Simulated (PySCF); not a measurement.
# Which element holds H most strongly?

PBE in PySCF with def2-TZVPPD on every atom (core potentials on Sb), for the lowest determinant that a PBE0 search found; no spin–orbit coupling. D0 is De less the harmonic zero-point energy.

```
 M  state (unpaired electrons)  Re (Å)  ωe (cm⁻¹)  D0(MH) (eV)
 C               doublet (π ↑)   1.136       2735         3.51
Sb              triplet (π ↑↑)   1.733       1856         2.53
 B      singlet (closed shell)   1.251       2245         3.38
Ge               doublet (π ↑)   1.617       1823         2.81
Si               doublet (π ↑)   1.544       1952         3.00
Cu      singlet (closed shell)   1.472       1917         2.68
 P              triplet (π ↑↑)   1.440       2290         3.12
```

Question: Order the elements by D0 and give the energy of CuH + C → CH + Cu.

Answer: C > B > P > Si > Ge > Cu > Sb; ΔE = 2.68 − 3.51 = -0.83 eV at PBE/def2-TZVPPD. Close neighbours can swap at other levels.

These are scalar-relativistic numbers at best; spin–orbit coupling would shift them, the dissociation energy most. States were picked by a PBE0 search and need not be the measured ground states.
